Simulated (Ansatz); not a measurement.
Reaction (ligand exchange at the Hf–S bond): `[F][Hf]([F])([SH])[Cl]` + NH₃ → `[NH2][Hf]([F])([F])[Cl]` + H₂S

Program: Ansatz. Geometries: PBE0-D4/def2-TZVP. ΔE: electronic, gas phase. CCSD(T)/CBS adds triple-zeta CCSD(T) − MP2 to the extrapolated MP2 energy (def2 sets, frozen cores). This one scheme is used for every species. Functionals use def2-TZVPP. def2 core potentials past Kr. For Hf outer-core shells are correlated without core-valence functions, which leaves a few kJ/mol of doubt a bond. Each species was taken in one conformer, which may not be the lowest.

Is it downhill or uphill in electronic energy at CCSD(T)/CBS, and by how much? (An estimate is asked.)

Ansatz gave: Uphill: ΔE = +5.1 kcal/mol.

What do these levels give: r2SCAN-D4, PBE0-D4, PBE0, HF/def2-SVP, MP2/def2-TZVPP, SCS-MP2/def2-QZVPP? (Estimate.)

The calculation gave: r2SCAN-D4 5.8, PBE0-D4 5.9, PBE0 5.7, HF/def2-SVP 1.8, MP2/def2-TZVPP 5.5, SCS-MP2/def2-QZVPP 4.7 kcal/mol.

Largest T1 diagnostic among the species: 0.016.

At CCSD(T), def2-SVP lies −3.4 kcal/mol from the extrapolated value and def2-TZVPP −0.3 kcal/mol. Leaving LDA and LC-ωPBE aside and taking each functional with its dispersion term where it has one, the values, not all of them listed here, spread over 3.1 kcal/mol, from CAM-B3LYP-D4 to B97M-V. In def2-TZVPP, CCSD(T) changes the Hartree–Fock value by +1.0 kcal/mol (the triples alone add +0.7 kcal/mol) and MP2 by +1.7 kcal/mol.
